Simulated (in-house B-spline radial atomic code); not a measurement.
## Ionising Fe⁺ with different functionals

Computed with an all-electron radial atomic-structure program (B-spline basis): scalar-relativistic (spin-free X2C) Hamiltonian, Fermi nucleus of rms radius 3.7377 fm, spin-polarised at highest spin, spherical fractional occupations for the functionals, and exact exchange of hybrids averaged over the configuration. The ionisation energy is the difference of two self-consistent energies, [Ar] 3d6 4s1 → [Ar] 3d6, without Breit or QED terms; ε is the level of the shell that loses the electron (its least bound occupied spin orbital).

```tsv
method	rung	ΔSCF (eV)	-ε(4s) (eV)
PBE0	global hybrid	16.52	13.76
B3LYP	global hybrid	16.71	13.66
TPSSh	global hybrid	16.49	13.29
BHandHLYP	global hybrid	16.20	14.32
r2SCAN0	global hybrid	16.46	14.04
B97-1	global hybrid	16.16	13.31
HSE06	range-separated hybrid	16.59	13.44
wB97X	range-separated hybrid	15.93	15.55
CAM-B3LYP	range-separated hybrid	16.60	14.98
LC-wPBE	range-separated hybrid	16.34	16.13
```

**Question.** Among the functionals, which spreads more, the ΔSCF values or the orbital energies?

**Answer.** The orbital energies: ΔSCF values span about 0.78 eV and the orbital energies 2.84 eV.

**Question.** How do they compare with the NIST value?

**Answer.** NIST lists 16.199 eV (measured, ground level to ground level). Errors run from -0.26 to +0.51 eV; BHandHLYP is closest (+0.00 eV), but part of that can be cancellation, since the calculations leave out spin-orbit coupling, Breit-QED terms, multiplet and fine-structure energies.
